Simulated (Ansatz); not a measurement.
C3H7FSi can be A, `C/C=C(\F)[SiH3]`, or B, `C=C(F)C[SiH3]`.

Isolated molecules relaxed with PBE0-D4/def2-TZVP in Ansatz; ΔE leaves out vibrations. CCSD(T)/CBS adds triple-zeta CCSD(T) − MP2 to the extrapolated MP2 energy (def2 sets, frozen cores). Functionals use def2-TZVPP. B3LYP here is the variant with VWN-RPA as its local correlation; programs differ in this. One conformer a species, not always the lowest.

(1) Which isomer does CCSD(T)/CBS put lower? Give the gap. (Best estimate.)

(2) Give E(B) − E(A) in kJ/mol with PBE0-D4, B3LYP, MP2/def2-TZVPP, B2PLYP, r2SCAN-D4, PBE-D4, CCSD/def2-TZVPP. (Best estimate.)

Largest T1 diagnostic: 0.012.

Results:

(1) Computed: B, by 10.3 kJ/mol.

(2) The calculation gave: PBE0-D4 -11.3, B3LYP -7.3, MP2/def2-TZVPP -13.4, B2PLYP -9.1, r2SCAN-D4 -11.3, PBE-D4 -8.7, CCSD/def2-TZVPP -11.8. None reverses the order clearly.
